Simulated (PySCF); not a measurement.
Gd(BH4)3(NH3): from a saddle point downhill

PySCF 2.14.0, RKS PBE0, Gd lcecp-1-SVP with ECP53, B def2-SVP, H def2-SVP, N def2-SVP; non-relativistic Hamiltonian with scalar-relativistic core potentials where named; density fitting; no spin-orbit coupling. Relaxed within the symmetry of its start, the geometry (Cs) is

```xyz
20

Gd    0.0873   -0.0873    0.0701
B     1.2391    1.8123    1.2084
H     1.8211    2.7020    1.7795
H     1.6130    0.6724    1.5908
H     1.4230    1.8209   -0.0304
H     0.0024    1.8398    1.3914
B    -1.8123   -1.2391    1.2084
H    -2.7020   -1.8211    1.7795
H    -1.8398   -0.0024    1.3914
H    -1.8209   -1.4230   -0.0304
H    -0.6724   -1.6130    1.5908
B     1.3244   -1.3244   -1.7002
H     1.9140   -1.9140   -2.5724
H     0.6628   -2.0825   -0.9578
H     0.4934   -0.4934   -2.1536
H     2.0825   -0.6628   -0.9578
N    -1.4297    1.4297   -1.2461
H    -1.9990    1.9990   -0.6165
H    -0.9242    2.0826   -1.8478
H    -2.0826    0.9242   -1.8478
```

and its lowest harmonic modes are -71, 29, 93, 99, 102, 116 cm⁻¹ (negative: unstable). It was moved along the lowest mode and relaxed again.

**Question.** Where does it end, and how much lower?

**Answer.** In C1, 0.000 eV lower, after 5 steps:
```xyz
20

Gd    0.0856   -0.0880    0.0722
B     1.2441    1.8152    1.1942
H     1.8270    2.7072    1.7606
H     1.5744    0.6783    1.6226
H     1.4706    1.7834   -0.0369
H     0.0026    1.8765    1.3326
B    -1.8082   -1.2346    1.2274
H    -2.6982   -1.8146    1.8000
H    -1.7955   -0.0064    1.4609
H    -1.8593   -1.3672   -0.0172
H    -0.6695   -1.6564    1.5577
B     1.3323   -1.3115   -1.7026
H     1.9379   -1.8876   -2.5729
H     0.5006   -2.0392   -1.1201
H     0.6791   -0.3262   -2.1351
H     2.0796   -0.8405   -0.8151
N    -1.4345    1.4210   -1.2507
H    -2.0930    1.8971   -0.6302
H    -0.9276    2.1539   -1.7513
H    -1.9985    0.9289   -1.9466
```

**Question.** How do the contacts change?

**Answer.** 
```
      contact  saddle (Å)  end (Å)
 Gd1–H4 (BH4)       2.284    2.282
Gd1–H11 (BH4)       2.284    2.288
Gd1–H15 (BH4)       2.297    2.298
Gd1–N17 (NH3)       2.517    2.517
```


No frequency check is given for the end.

An lcecp potential fixes the number of 4f electrons, so in runs with it no electron can move into or out of that shell.

State: singlet in the valence, with the 4f electrons in the core potential.
